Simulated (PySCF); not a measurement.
Si(H)2(OH)(OSiH3) (H₆O₂Si₂), SMILES [SiH2](O)O[SiH3]. Atoms are numbered in the order given.

```xyz
10

Si     1.1230     0.2084    -0.5779
O      1.9770    -0.0290     0.8421
O     -0.4457    -0.3649    -0.4769
Si    -1.8654    -0.0158     0.3464
H      1.7415    -0.5292    -1.7289
H      1.1198     1.6924    -0.7718
H      2.1814    -0.9561     1.0559
H     -1.9890     1.4659     0.5879
H     -1.8921    -0.7327     1.6686
H     -3.0182    -0.4853    -0.4920
```

Geometry: PBE-D3(BJ)/def2-SVP. The values are those of a single conformer.

Level of theory: KT2/pcSseg-1 in PySCF.

GIAO shieldings, no solvent; atoms listed in one row are averaged. δ = σ(ref) − σ: ²⁹Si against TMS (σ = 361.9 ppm); ¹⁷O against H2O (σ = 330.4 ppm); ¹H against TMS (σ = 31.47 ppm), references at their B3LYP-D3(BJ)/def2-TZVP geometries, non-relativistic.

Computed chemical shifts:
```json
[
 {"nucleus": "²⁹Si", "atoms": "Si1", "count": "1", "δ (ppm)": "-22.0"},
 {"nucleus": "²⁹Si", "atoms": "Si4", "count": "1", "δ (ppm)": "-31.1"},
 {"nucleus": "¹⁷O", "atoms": "O2", "count": "1", "δ (ppm)": "77.5"},
 {"nucleus": "¹⁷O", "atoms": "O3", "count": "1", "δ (ppm)": "62.4"},
 {"nucleus": "¹H", "atoms": "H8, H9, H10", "count": "3", "δ (ppm)": "5.64"},
 {"nucleus": "¹H", "atoms": "H5", "count": "1", "δ (ppm)": "5.61"},
 {"nucleus": "¹H", "atoms": "H6", "count": "1", "δ (ppm)": "5.38"},
 {"nucleus": "¹H", "atoms": "H7", "count": "1", "δ (ppm)": "2.48"}
]
```
